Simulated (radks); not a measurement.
Results of a calculation; reference values are marked as such.
Problem. Species: Mo II. Configuration: [Kr] 4d4 5s1 (not the ground configuration). Level of theory: scalar-relativistic Kohn-Sham, LDA (Slater exchange, Perdew-Wang correlation), spin-unpolarised, spherical densities, finite nucleus; Fermi nuclear charge, rms radius 4.4091 fm (a radial shooting solver on a logarithmic mesh with Libxc functionals). Some entries of the table are withheld. Estimate them.

orbital  occ.  eigenvalue (Ry)  <r> (bohr)  <r^2> (bohr^2)
1s          2        -1455.618     0.03521        0.001672
2s          2              (1)      0.1539         0.02791
2p          6        -184.6400      0.1340         0.02195
3s          2        -35.69496      0.4297          0.2116
3p          6        -28.60122      0.4312          0.2165
3d         10        -17.01970      0.4155          0.2078
4s          2         -5.47328       1.103           1.379
4p          6         -3.56519       1.228           1.731
4d          4         -0.95353       1.798           3.919
5s          1         -0.82921         (2)           10.95

Solution. 
(1) 2s eigenvalue (Ry): -206.2868
(2) 5s <r> (bohr): 3.114
